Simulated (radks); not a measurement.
Task: Au26+, configuration [Kr] 4d10 4f7. All-electron calculation, scalar-relativistic Kohn-Sham, SCAN, spin-polarised, spherical densities, finite nucleus; open shells are filled with parallel spins first (spin-orbit coupling, left out, can overturn this in heavy ions); meta-GGA in the generalised Kohn-Sham scheme; Fermi nuclear charge, rms radius 5.4371 fm. Program: a radial shooting solver on a logarithmic mesh with Libxc functionals. Some entries of the table are withheld. Estimate them.

orbital  occ.  eigenvalue (eV)  <r> (bohr)  <1/r> (bohr^-1)
1s down     1        -81663.87     0.01687            95.71
1s up       1        -81663.83     0.01687            95.71
2s up       1        -15114.31     0.07110            22.47
2s down     1        -15113.80     0.07110            22.47
2p up       3        -13176.12     0.06424            19.97
2p down     3        -13175.73     0.06423            19.98
3s up       1        -4207.990      0.1835            8.344
3s down     1        -4199.591      0.1832            8.361
3p up       3        -3642.274      0.1847            7.608
3p down     3        -3633.301      0.1844            7.625
3d up       5        -3037.101      0.1675            7.149
3d down     5        -3029.726      0.1671            7.164
4s up       1        -1517.148      0.3948            3.693
4s down     1        -1502.384      0.3958            3.678
4p up       3        -1323.038      0.4148              (1)
4p down     3        -1308.865      0.4161              (2)
4d up       5        -1091.968      0.4261            3.099
4d down     5        -1077.509      0.4280            3.082
4f up       7        -842.1860         (3)            2.814

Result: 
(1) 4p up <1/r> (bohr^-1): 3.379
(2) 4p down <1/r> (bohr^-1): 3.363
(3) 4f up <r> (bohr): 0.4171
